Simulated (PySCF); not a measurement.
# Working with the constants of RbSe

UHF-CCSD(T) constants of RbSe, ²Π (doublet), unpaired electrons π ↑ (basis Rb def2-TZVPP with ECP28, Se def2-TZVPP; scalar-relativistic core potentials; PySCF 2.14; masses 84.9118 and 79.9165 u):

| Property | Result |
| --- | --- |
| ωe | 150.0 cm⁻¹ |
| ωexe | 0.384 cm⁻¹ |
| Be | 0.041525 cm⁻¹ |
| αe | 0.000155 cm⁻¹ |
| D (centrifugal) | 1.27e-08 cm⁻¹ |
| De to Rb + Se | 2.28 eV |

**Question.** Give the vibrational terms G(v) and spacings up to v = 6.

**Answer.** G(v) = ωe(v+½) − ωexe(v+½)².

```tsv
v	G(v) (cm⁻¹)	G(v) − G(v−1)	Bv (cm⁻¹)
0	74.9		0.04145
1	224.1	149.2	0.04129
2	372.6	148.5	0.04114
3	520.3	147.7	0.04098
4	667.2	146.9	0.04083
5	813.4	146.2	0.04067
6	958.8	145.4	0.04052
```

**Question.** How well does the Morse estimate ωe²/(4ωexe) reproduce De, and what is D0?

**Answer.** It gives 1.82 eV, 80 % of the computed De. D0 = De − G(0) = 2.28 − 0.01 = 2.27 eV.

Correlated steps freeze 9 core orbitals. Spin–orbit coupling is left out. The state is the lowest determinant that a PBE0 search found; another state may lie lower at other levels.
